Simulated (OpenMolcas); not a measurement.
## V3+: ligand-field states by method

V3+ with 6 ligands (fluoride) in trigonal antiprismatic coordination (D3d) at 1.95 Å, a polar angle of 57.5° against the regular 54.74°. A charge of +0.5 e stands 2.6 Å behind each ligand. Ligand basis ANO-RCC-VDZP.

| Property | Result |
| --- | --- |
| Program | OpenMolcas |
| Basis | ANO-RCC-VTZP [6s5p3d2f1g] |
| Scalar Hamiltonian | DKH2, point nucleus |
| Active space | 2 electrons in 5 orbitals (3d) |
| State averaging | 2S+1 = 3 even, 10 roots; 2S+1 = 1 even, 15 roots |
| Spin-orbit coupling | RASSI with atomic mean-field integrals over the reference wave functions |

I. CASSCF
II. SS-CASPT2, IPEA 0.25 Eh, imaginary shift 0.1 Eh (closed shells correlated: 3s 3p and the ligand valence shells)

Spin-free states (labels of D3, the rotations of D3d) in cm-1, each column counted from its own energy of the first state listed:

```json
{"State": "3A2", "Degeneracy": "1", "I": "0", "II": "0"}
{"State": "3E", "Degeneracy": "2", "I": "194", "II": "-40"}
{"State": "3E", "Degeneracy": "2", "I": "12767", "II": "13050"}
{"State": "3A1", "Degeneracy": "1", "I": "13163", "II": "13230"}
{"State": "1A1", "Degeneracy": "1", "I": "14141", "II": "10680"}
{"State": "1E", "Degeneracy": "2", "I": "14298", "II": "10680"}
{"State": "1E", "Degeneracy": "2", "I": "14697", "II": "11080"}
{"State": "3A2", "Degeneracy": "1", "I": "26024", "II": "25880"}
{"State": "3E", "Degeneracy": "2", "I": "26082", "II": "23150"}
{"State": "1A1", "Degeneracy": "1", "I": "28569", "II": "23160"}
{"State": "3A2", "Degeneracy": "1", "I": "28694", "II": "28610"}
{"State": "1E", "Degeneracy": "2", "I": "29204", "II": "26040"}
{"State": "1A1", "Degeneracy": "1", "I": "29263", "II": "25090"}
{"State": "1E", "Degeneracy": "2", "I": "32318", "II": "28670"}
{"State": "1A2", "Degeneracy": "1", "I": "32641", "II": "28980"}
{"State": "1E", "Degeneracy": "2", "I": "43546", "II": "42270"}
{"State": "1A1", "Degeneracy": "1", "I": "64949", "II": "57760"}
```

II puts a state of multiplicity 3 lowest, 41 cm-1 below that state.

From I to II, I's first state of another spin (1A1) moves from 14141 to 10680 cm-1, by about -3500 cm-1.

χT at 300 K: I 0.89, II 0.89 cm3 K/mol.

Roots that are degenerate in the reference are averaged as groups; the widest CASPT2 spread within a group is 95 cm-1 (the 2-fold group of multiplicity 3 near 13100 cm-1 above the lowest state of its run, II). Shifts and gaps below about the spread of the groups concerned are not significant. Over all roots computed the reference weight is 0.71 to 0.72 in II; a low but even weight reflects the number of correlated electrons. Ligand-to-metal charge-transfer states are missing. With no ligand orbital active B as a rule stays too high, so bands that hang on it stand too high and its fall with covalency is understated. Without dynamic correlation the repulsion within the d shell is too large (B by tens of per cent), so at a given field states of lower spin stand too high (holds for I). With metal d orbitals alone and no dynamic correlation the field as a rule comes out too small, by tens of per cent, by up to half for chloride and softer ligands (holds for I). An orbital doublet at a regular site is open to a Jahn-Teller distortion, which this geometry leaves out (holds for II). With one d shell and no ligand orbital active, 10Dq can be off by a tenth or more (holds for II). No measured value stands beside these numbers; the geometry was imposed, not optimised, and the real ion may take another.
